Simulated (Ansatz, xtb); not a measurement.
# Ranking isomers of C6H6O

3 gas-phase structures of C6H6O, from a drawn sample of its isomers (lower ones may exist). Each was relaxed with GFN2-xTB; where two conformers were screened, the lower at r2SCAN-D4/def2-SVP is listed:

A. `C#CC(=O)CC=C`, a singlet
B. `C#CC(=O)/C=C/C`, a singlet
C. `C#CC(=O)/C=C\C`, a singlet

Task: Which do you expect lowest at r2SCAN-D4/def2-SVP, and how would the others follow?

Result: Calculated order at r2SCAN-D4/def2-SVP: B (0.0), C (2.0), A (8.3) kcal/mol.

Energies above the lowest of each column, in kcal/mol; the last columns are at PBE-D3(BJ)/def2-SVP geometries:

| structure | GFN2-xTB | HF/STO-3G | r2SCAN-D4/def2-SVP | PBE-D3(BJ)/def2-SVP | CCSD(T)/def2-SVP + ΔMP2/def2-TZVPP |
| --- | --- | --- | --- | --- | --- |
| B | 0.0 | 0.0 | 0.0 | 0.0 | 0.0 |
| C | 1.2 | 1.6 | 2.0 | 1.5 | 3.1 |
| A | 6.0 | 6.3 | 8.3 | 7.6 | 5.5 |

Every level run on B puts it lowest or level with the lowest. Flexible structures stand in one conformer each, not always the lowest. ΔMP2 is the change of the MP2 energy from the smaller to the larger basis.

Programs: Ansatz 0.2.0, xtb 6.7.1.
